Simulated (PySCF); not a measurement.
AsF3. Atoms are numbered in the order given.

```xyz
4

F      1.2816    -0.7399    -0.4878
As     0.0000     0.0000     0.3991
F      0.0000     1.4798    -0.4878
F     -1.2816    -0.7399    -0.4878
```
Charge 0, spin multiplicity 1.

Geometry: ωB97X-D3(BJ)/def2-SVP.

Computed with PBE/pcSseg-2 (PySCF).

GIAO shieldings, no solvent; atoms alike by connectivity are averaged. δ = σ(ref) − σ: ¹⁹F against CFCl3 (σ = 132.0 ppm); ⁷⁵As against AsH3 (σ = 1880.9 ppm), references at their B3LYP-D3(BJ)/def2-TZVP geometries, non-relativistic.

Computed chemical shifts:
| nucleus | atoms | count | δ (ppm) |
|---|---|---|---|
| ¹⁹F | F1, F3, F4 | 3 | -44.2 |
| ⁷⁵As | As2 | 1 | 951.7 |
